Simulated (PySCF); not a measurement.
Molecule: dihydroxysilane, sum formula H₄SiO₂, charge 0, multiplicity 1. 
Coordinates optimised at B3LYP-D3(BJ)/def2-TZVP (Ansatz):
```xyz
7

Si    -0.2925    -0.2931     0.1712
O     -0.7095     1.2473    -0.2304
O      1.2327    -0.7182    -0.2769
H     -1.1896    -1.1614    -0.6019
H     -0.4295    -0.4631     1.6397
H     -0.4451     1.9714     0.3410
H      1.9733    -0.4760     0.2832
```

Dispersion corrections to the total energy (kcal/mol) from the dftd3 and dftd4 libraries through PySCF: D3(BJ) without and D4 with the three-body term, each with the damping fitted for the functional named.

```csv
functional,D3(BJ),D4
BHLYP,-3.11,-2.53
PBE0,-1.89,?
CAM-B3LYP,-1.68,?
TPSS,-2.78,-2.92
LC-wPBE,-2.05,-2.40
PW6B95,-1.08,-2.00
B2PLYP,-1.82,?
```

What belongs in the gaps?


- PBE0, D4: -1.78
- CAM-B3LYP, D4: -1.78
- B2PLYP, D4: -1.49
